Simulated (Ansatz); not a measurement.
Task: Predict a relaxed structure of CdMe(OH) (CH4CdO), charge 0, singlet, at r2SCAN-D4/def2-TZVP (Ansatz).

Result: 
```tsv
atom	x (Å)	y (Å)	z (Å)
Cd1	-0.406	0.557	-0.232
C2	0.623	-1.176	0.292
H3	1.116	-1.039	1.255
H4	1.375	-1.405	-0.464
H5	-0.076	-2.010	0.365
O6	-1.464	2.125	-0.808
H7	-1.168	2.949	-0.408
```
The metal has 2 neighbours: C 2.08 Å, O 1.98 Å. This is one stationary point.

In the def2 sets Cd takes a core potential; there is no spin–orbit coupling.
